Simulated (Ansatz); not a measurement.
C₂H₇ClOSi, SMILES C[C@@H](O)[SiH2]Cl.

Geometry optimised at r2SCAN-D4/def2-SVP. The structure was generated by enumeration; whether it is a known compound was not checked. The values are those of a single conformer.

Two levels are set side by side: PBE/def2-TZVPD (Ansatz, an electronic-structure program) and PBE0/def2-TZVPD (Ansatz). Energy differences of separate SCF runs at the same geometry; the states with an electron removed or added have multiplicity 2 and 2. Differences are taken from unrounded values.

```
quantity                           PBE0   PBE  PBE minus PBE0
---------------------------------  ----  ----  --------------
vertical ionisation energy (eV)    9.64  9.27           -0.37
vertical singlet–triplet gap (eV)  6.03  5.53           -0.50
```
